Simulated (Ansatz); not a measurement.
Consider the hydrogenolysis of a B–N bond: `NB1B[SiH2]1` + H₂ → `B1B[SiH2]1` + NH₃.

Gas-phase electronic energies from Ansatz, PBE0-D4/def2-TZVP geometries. CCSD(T)/CBS adds triple-zeta CCSD(T) − MP2 to the extrapolated MP2 energy (def2 sets, frozen cores). This one scheme is used for every species. Functionals use def2-TZVPP. B3LYP here is the variant with VWN-RPA as its local correlation; programs differ in this. HSE06 is defined as in plane-wave codes. Each species was taken in one conformer, which may not be the lowest.

```json
{"level": "PBE-D4", "ΔE (kJ/mol)": "93.2", "difference from CCSD(T)/CBS": "13.6"}
{"level": "revPBE-D4", "ΔE (kJ/mol)": "98.8", "difference from CCSD(T)/CBS": "19.2"}
{"level": "BLYP-D4", "ΔE (kJ/mol)": "106.3", "difference from CCSD(T)/CBS": "26.7"}
{"level": "r2SCAN-D4", "ΔE (kJ/mol)": "93.4", "difference from CCSD(T)/CBS": "13.8"}
{"level": "B97M-V", "ΔE (kJ/mol)": "92.2", "difference from CCSD(T)/CBS": "12.6"}
{"level": "PBE0-D4", "ΔE (kJ/mol)": "90.4", "difference from CCSD(T)/CBS": "10.8"}
{"level": "B3LYP-D4", "ΔE (kJ/mol)": "102.3", "difference from CCSD(T)/CBS": "22.7"}
{"level": "r2SCANh-D4", "ΔE (kJ/mol)": "92.3", "difference from CCSD(T)/CBS": "12.7"}
{"level": "r2SCAN0-D4", "ΔE (kJ/mol)": "90.8", "difference from CCSD(T)/CBS": "11.2"}
{"level": "HSE06-D4", "ΔE (kJ/mol)": "90.6", "difference from CCSD(T)/CBS": "11.0"}
{"level": "BHLYP-D4", "ΔE (kJ/mol)": "100.2", "difference from CCSD(T)/CBS": "20.6"}
{"level": "CAM-B3LYP-D4", "ΔE (kJ/mol)": "98.5", "difference from CCSD(T)/CBS": "18.9"}
{"level": "ωB97X-V", "ΔE (kJ/mol)": "87.4", "difference from CCSD(T)/CBS": "7.8"}
{"level": "ωB97M-V", "ΔE (kJ/mol)": "88.4", "difference from CCSD(T)/CBS": "8.8"}
{"level": "B2PLYP", "ΔE (kJ/mol)": "90.6", "difference from CCSD(T)/CBS": "11.0"}
{"level": "PBE-QIDH", "ΔE (kJ/mol)": "85.0", "difference from CCSD(T)/CBS": "5.4"}
{"level": "PBE", "ΔE (kJ/mol)": "87.6", "difference from CCSD(T)/CBS": "8.0"}
{"level": "BLYP", "ΔE (kJ/mol)": "94.5", "difference from CCSD(T)/CBS": "14.9"}
{"level": "PBE0", "ΔE (kJ/mol)": "85.5", "difference from CCSD(T)/CBS": "5.9"}
{"level": "B3LYP", "ΔE (kJ/mol)": "93.2", "difference from CCSD(T)/CBS": "13.6"}
{"level": "r2SCANh", "ΔE (kJ/mol)": "90.7", "difference from CCSD(T)/CBS": "11.1"}
{"level": "r2SCAN0", "ΔE (kJ/mol)": "89.0", "difference from CCSD(T)/CBS": "9.4"}
{"level": "HSE06", "ΔE (kJ/mol)": "85.9", "difference from CCSD(T)/CBS": "6.3"}
{"level": "BHLYP", "ΔE (kJ/mol)": "92.9", "difference from CCSD(T)/CBS": "13.3"}
{"level": "CAM-B3LYP", "ΔE (kJ/mol)": "93.4", "difference from CCSD(T)/CBS": "13.8"}
{"level": "LC-ωPBE", "ΔE (kJ/mol)": "83.9", "difference from CCSD(T)/CBS": "4.3"}
{"level": "RPA@PBE/def2-TZVPP", "ΔE (kJ/mol)": "84.0", "difference from CCSD(T)/CBS": "4.4"}
{"level": "HF/def2-SVP", "ΔE (kJ/mol)": "103.7", "difference from CCSD(T)/CBS": "24.1"}
{"level": "MP2/def2-SVP", "ΔE (kJ/mol)": "106.1", "difference from CCSD(T)/CBS": "26.5"}
{"level": "HF/def2-TZVPP", "ΔE (kJ/mol)": "92.8", "difference from CCSD(T)/CBS": "13.2"}
{"level": "MP2/def2-TZVPP", "ΔE (kJ/mol)": "85.6", "difference from CCSD(T)/CBS": "6.0"}
{"level": "SCS-MP2/def2-TZVPP", "ΔE (kJ/mol)": "84.5", "difference from CCSD(T)/CBS": "4.9"}
{"level": "CCSD/def2-TZVPP", "ΔE (kJ/mol)": "83.5", "difference from CCSD(T)/CBS": "3.9"}
{"level": "CCSD(T)/def2-TZVPP", "ΔE (kJ/mol)": "84.1", "difference from CCSD(T)/CBS": "4.5"}
{"level": "HF/def2-QZVPP", "ΔE (kJ/mol)": "91.9", "difference from CCSD(T)/CBS": "12.3"}
{"level": "MP2/def2-QZVPP", "ΔE (kJ/mol)": "82.8", "difference from CCSD(T)/CBS": "3.2"}
{"level": "SCS-MP2/def2-QZVPP", "ΔE (kJ/mol)": "81.9", "difference from CCSD(T)/CBS": "2.3"}
{"level": "HF/CBS(def2)", "ΔE (kJ/mol)": "91.8", "difference from CCSD(T)/CBS": "12.2"}
{"level": "MP2/CBS(def2)", "ΔE (kJ/mol)": "81.1", "difference from CCSD(T)/CBS": "1.5"}
{"level": "CCSD/CBS(def2)", "ΔE (kJ/mol)": "79.0", "difference from CCSD(T)/CBS": "-0.6"}
{"level": "CCSD(T)/CBS", "ΔE (kJ/mol)": "79.6", "difference from CCSD(T)/CBS": "0"}
```

Largest T1 diagnostic among the species: 0.015.

The D4 term adds +9.0 kJ/mol with B3LYP and +4.9 kJ/mol with PBE0; it sums over pairs of atoms, weighted by their polarisabilities, and B3LYP, whose exchange is more repulsive, gets the larger term. At CCSD(T), def2-SVP lies +24.8 kJ/mol from the extrapolated value and def2-TZVPP +4.5 kJ/mol. In def2-TZVPP, CCSD(T) changes the Hartree–Fock value by −8.6 kJ/mol (the triples alone add +0.6 kJ/mol) and MP2 by −7.1 kJ/mol.
